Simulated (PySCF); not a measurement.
Atom-mapped SMILES (the numbers label the heavy atoms): `[SiH3:1][SiH2:2][c:3]1[cH:4][cH:5][cH:6][cH:7][n:8]1` (H(Xn): hydrogen on atom n).

Level of theory: structure optimised with GFN2-xTB, PBE0/pcSseg-1 with gauge-including orbitals, in PySCF (one conformer, relativity neglected, no solvent model, averaged over atoms made equivalent by symmetry, fast rotation or ring inversion).

Referencing at the same level of theory: TMS for 13C.

Question: Do the 13C shifts follow the atomic charges (in e)? Tabulate both.

Answer: 
```tsv
atoms	hybridisation	δ (ppm)	σ para (ppm)	Hirshfeld	IAO	Mulliken	ESP-fitted
C3	sp2	169.3	-239	-0.03	-0.13	-0.11	+0.59
C7	sp2	155.5	-219	+0.02	-0.01	+0.15	+0.51
C5	sp2	140.2	-206	-0.03	-0.12	-0.01	+0.28
C4	sp2	136.4	-206	-0.05	-0.17	-0.12	-0.59
C6	sp2	127.4	-200	-0.05	-0.18	-0.18	-0.58
```

Correlation coefficients of δ with charge over these carbons: Hirshfeld +0.53, IAO +0.56, Mulliken +0.37, ESP-fitted +0.86; with the paramagnetic shielding -0.98. With so few points these coefficients are fragile. Charge is one influence among several: hybridisation and low-lying excitations act through the paramagnetic term.

Shifts are as computed. Against solution values, carbons near 30 ppm lie about +3 ppm off and those near 130 ppm about +5 ppm. Of 1211 compounds with measured shifts, 218 miss one by over three times the rms of a fit or turn the order of signals round; such compounds aren't used in these exercises.
